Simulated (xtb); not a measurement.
CH3FOSe, SMILES CO[Se]F. All values are semi-empirical tight-binding results from xtb (GFN2-xTB unless named), good for trends rather than for accurate numbers. The structure is a stationary point at GFN2-xTB. One conformer was computed; it need not be the lowest.

Optimised geometry:

Bond lengths (Å): Se1–F2 1.838, Se1–O3 1.762, O3–C4 1.416, C4–H5 1.093, C4–H6 1.090, C4–H7 1.092. Angles (°): F2–Se1–O3 97.7, Se1–O3–C4 118.9, O3–C4–H5 111.9, O3–C4–H6 105.6, O3–C4–H7 111.1, H5–C4–H6 109.4, H5–C4–H7 109.4, H6–C4–H7 109.3.

```yaml
orbital_gap: 2.94 eV
zero_point_energy: 26.2 kcal/mol
G − E(el) at 298.15 K (modified RRHO): 7.3 kcal/mol
static polarisability (D4 model): 49.4 bohr³
solvation energy, GFN2-xTB/ALPB(water): -2.2 kcal/mol
solvation energy, GFN2-xTB/ALPB(dmf): -4.3 kcal/mol
```

Computed atomic charges and the Wiberg bond orders between heavy atoms:
charges (e) Se1 0.29, F2 -0.24, O3 -0.27, C4 0.04, H5 0.05, H6 0.07, H7 0.06. Bond orders Se1–F2 1.13, Se1–O3 1.27, O3–C4 0.98.
